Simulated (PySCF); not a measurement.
Species: C4H13PSi2.
Geometry (PBE0-D3(BJ)/def2-SVP, Å), atoms numbered from 1 in this order:
```xyz
20
C4H13PSi2 angstrom
C      2.0985   -1.4167   -1.0693
C      2.0477   -0.5172   -0.0833
C      1.0856   -0.5333    1.0572
Si    -0.2324    0.8233    0.8919
C      0.5497    2.5306    0.9372
P     -1.2481    0.5583   -1.1218
Si    -2.1615   -1.4616   -0.6894
H      1.4341   -2.2863   -1.0863
H      2.8064   -1.3146   -1.8950
H      2.7391    0.3345   -0.1204
H      1.6014   -0.3583    2.0186
H      0.5810   -1.5108    1.1367
H     -1.2126    0.6851    2.0177
H      1.2579    2.6568    0.1045
H     -0.2175    3.3154    0.8493
H      1.0896    2.6883    1.8846
H     -2.4250    1.2704   -0.7264
H     -3.2967   -1.6878   -1.6343
H     -2.6640   -1.6101    0.7134
H     -1.1269   -2.5121   -0.9277
```

Computed, not measured: PySCF, TDDFT CAM-B3LYP/def2-SVPD, vertical, gas phase, core orbitals frozen in the response.

Computed singlets:

| state | E (eV) | f |
| --- | --- | --- |
| S1 | 6.18 | 0.019 |
| S2 | 6.38 | 0.066 |
| S3 | 6.53 | 0.069 |
| S4 | 6.67 | 0.049 |
| S5 | 6.85 | 0.123 |
| S6 | 6.98 | 0.079 |
| S7 | 7.07 | 0.015 |
| S8 | 7.25 | 0.0046 |
| S9 | 7.33 | 0.036 |
| S10 | 7.43 | 0.011 |

Problem. How much of the mean static polarisability do these states give, one by one?

Solution. Each state adds f / ΔE² (ΔE in hartree, 27.2114 eV).

| state | f/ΔE² (au) | running sum (au) | running share of α (%) |
| --- | --- | --- | --- |
| S1 | 0.37 | 0.37 | 0.3 |
| S2 | 1.20 | 1.57 | 1.2 |
| S3 | 1.20 | 2.77 | 2.1 |
| S4 | 0.81 | 3.58 | 2.7 |
| S5 | 1.95 | 5.53 | 4.2 |
| S6 | 1.20 | 6.73 | 5.1 |
| S7 | 0.22 | 6.95 | 5.3 |
| S8 | 0.06 | 7.01 | 5.3 |
| S9 | 0.50 | 7.51 | 5.7 |
| S10 | 0.15 | 7.66 | 5.8 |

The full response gives 131.95 au (19.55 Å³), so 124.3 au comes from the higher roots of the same equations.

Problem. By how much does the contribution of these states grow at 532 nm?

Solution. With ω = 0.0856 hartree each state's term in the mean polarisability goes from f / ΔE² to f / (ΔE² − ω²); the sum over all 10 states goes from 7.66 to 8.71 au, a rise of 1.05 au.

The largest single term belongs to S5, which also has the largest f.

A one-level model with all 42 active electrons at a single energy would need ΔE = √(N/α) = 15.4 eV to give this α, against S1 at 6.18 eV.

One conformer stands for the species.
